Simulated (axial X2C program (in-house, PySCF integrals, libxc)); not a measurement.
TiNC⁻: properties at the nuclei

Calculated with an in-house all-electron X2C program for linear molecules (integrals from PySCF): two-component X2C with atomic mean-field Coulomb and Gaunt terms, Gaussian nuclei, basis Ti dyall-v3z, N dyall-av3z, C dyall-v3z with contracted cores.

Ti–N–C held linear, with bonds 2.054 and 1.173 Å (near the PBE0 minimum at charge -1 of the determinant lowest at the starting distance; the state shown can have its own minimum elsewhere, held linear; other orders of the atoms were not compared).

Determinant lowest in the PBE0 search, Ω = 2 (⟨Sz⟩ = -1.00, ⟨Lz⟩ = 3.00 at PBE0), spin on the atoms Ti -0.95, N -0.02, C -0.03:

```json
{"level": "PBE0", "Eeff magnitude (GV/cm)": "0.072", "Ws magnitude Ti (kHz)": "0.0131", "A∥/gI Ti (MHz)": "234", "qzz Ti (a.u.)": "-0.82", "A∥/gI N (MHz)": "9.28", "qzz N (a.u.)": "-0.68", "A∥/gI C (MHz)": "5.64", "qzz C (a.u.)": "-0.91"}
{"level": "HF", "Eeff magnitude (GV/cm)": "0.423", "Ws magnitude Ti (kHz)": "0.0837", "A∥/gI Ti (MHz)": "266", "qzz Ti (a.u.)": "-0.73", "A∥/gI N (MHz)": "5.27", "qzz N (a.u.)": "-0.79", "A∥/gI C (MHz)": "3.63", "qzz C (a.u.)": "-1.05"}
{"level": "TPSSh", "Eeff magnitude (GV/cm)": "0.0904", "Ws magnitude Ti (kHz)": "0.0163", "A∥/gI Ti (MHz)": "242", "qzz Ti (a.u.)": "-0.86", "A∥/gI N (MHz)": "9.31", "qzz N (a.u.)": "-0.66", "A∥/gI C (MHz)": "5.99", "qzz C (a.u.)": "-0.89"}
```

Determinant 0.33 eV from it at PBE0 and this distance, Ω = 4 (⟨Sz⟩ = 2.00, ⟨Lz⟩ = 2.00 at PBE0), spin on the atoms Ti 2.06, N -0.12, C 0.06:

```tsv
level	Eeff magnitude (GV/cm)	Ws magnitude Ti (kHz)	A∥/gI Ti (MHz)	qzz Ti (a.u.)	A∥/gI N (MHz)	qzz N (a.u.)	A∥/gI C (MHz)	qzz C (a.u.)
PBE0	0.258	0.0275	175	-0.93	1.75	-0.72	-0.228	-0.88
TPSSh	0.257	0.0272	171	-0.93	2.51	-0.70	0.0241	-0.87
```

Eeff is the effective electric field on the electron electric dipole moment in this Ω state and Ws the scalar–pseudoscalar constant of the nucleus named (defined with the proton number Z and per Ω); A∥ (defined per Ω) follows by multiplying with gI = μI/(I μN); qzz is the electric field gradient, eQq0 = 234.96 MHz × Q/barn × qzz. The operators were transformed with the bare-nucleus X2C matrices; with these basis sets, hyperfine constants and field gradients can be off by tens of per cent, and where levels differ in sign neither size nor sign is settled.

Problem. With gI(47Ti) = -0.3154, Q(47Ti) = 0.302 barn, gI(14N) = 0.4038, Q(14N) = 0.02044 barn, gI(13C) = 1.4048 (g factors from the IAEA table of nuclear moments by Stone; Q from Pyykkö, Mol. Phys. 2018), turn the PBE0 values of the first state into constants in MHz.

Solution. A∥(47Ti) = 234 × -0.3154 = -73.8 MHz; eQq0(47Ti) = 234.96 × (0.302) × (-0.82) = -58.2 MHz; A∥(14N) = 9.28 × 0.4038 = 3.75 MHz; eQq0(14N) = 234.96 × (0.02044) × (-0.68) = -3.27 MHz; A∥(13C) = 5.64 × 1.4048 = 7.92 MHz.

The molecule was held linear; bending was not examined, so a bent shape may lie lower.

Each state is one determinant with collinear spin, which with several unpaired electrons need not be a pure state. Unrestricted Hartree–Fock can overshoot spin polarisation at the nuclei. For an anion, determinants above electron detachment, or with a positive highest level, are held by the basis set. With several open shells hyperfine constants can be off by a factor of several. Where Eeff spreads by more than a factor of two the levels disagree and none is to be relied on. Open-shell Ω = 0 determinants with evenly filled partner blocks cannot be reached by this program, so the Ω shown need not be the lowest component. Left out as unconverged or as another state under the same occupation: HF in at least one table. States lie within half an eV, so the first need not be the ground state. PBE0 term energies can be off by some tenths of an eV.
